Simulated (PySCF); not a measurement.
BBr$_{2}$, doublet, geometry from GFN2-xTB. Base run: PBE/pcseg-1 in PySCF.

Geometry (Å):
```xyz
3

Br    -1.6376    -0.0896     0.0051
B     -0.0155     0.8247    -0.0313
Br     1.6398    -0.0282    -0.0006
```
Charge 0, spin multiplicity 2.
Orbitals are unrestricted.
All else is at PySCF's defaults.

Each row names what was changed in the base input (with any setting that the change needs).

```tsv
change	basis functions	E (Eh)	HOMO (eV)	dipole (D)
base	68	-5171.75846	-5.06	0.63
basis = cc-pVDZ-DK; relativity = none	68	-5133.04989	-4.98	0.62
basis = x2c-SVPall; relativity = spin-free X2C; nucleus = Gaussian (with mol.nucmod = 'G')	78	-5235.68965	-4.89	0.79
basis = cc-pVTZ-DK; relativity = none	116	-5129.56898	-5.09	0.55
basis = cc-pVTZ-DK; relativity = spin-free X2C	116	-5236.68250	-5.06	0.60
basis = cc-pVDZ-DK; relativity = spin-free X2C	68	-5236.44338	-4.92	0.72
basis = x2c-SVPall; relativity = none	78	-5143.06076	-5.01	0.65
basis = x2c-SVPall; relativity = spin-free X2C	78	-5235.72184	-4.89	0.79
basis = cc-pVDZ-DK; relativity = spin-free X2C; nucleus = Gaussian (with mol.nucmod = 'G')	68	-5236.40688	-4.92	0.72
basis = cc-pVTZ-DK; relativity = spin-free X2C; nucleus = Gaussian (with mol.nucmod = 'G')	116	-5236.64059	-5.06	0.60
```

Absolute energies of different levels of theory aren't comparable as measures of quality.

Open shells are given as the SCF converged; they aren't shown to be the lowest states, and a large step between rows can be another state.

Basis sets contracted for a relativistic Hamiltonian are a mismatch without it, so the rows without relativity aren't non-relativistic limits. No row has spin-orbit coupling; sets with core potentials leave out the core electrons.
